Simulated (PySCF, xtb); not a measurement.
C4H4F2, SMILES FC1=CC[C@H]1F.

Harmonic wavenumbers (cm⁻¹) from GFN2-xTB (xtb) at its own minimum, in rising order: 190, 231, 350, 438, 591, 656, 779, 856, 951, 975, 1009, 1061, 1099, 1139, 1184, 1209, 1252, 1300, 1443, 1730, 2942, 3008, 3021, 3164.

Question: What does PBE0-D3(BJ)/def2-SVP (PySCF) give at its own minimum? (The exact figures need the calculation; the answer reports its results.)

Answer: 195, 238, 370, 475, 640, 688, 833, 885, 952, 960, 1045, 1107, 1171, 1199, 1218, 1265, 1345, 1421, 1466, 1777, 3076, 3088, 3147, 3262. Paired by order, the mean absolute difference is 53 cm⁻¹ and the zero-point energies are 43.7 and 45.5 kcal/mol.
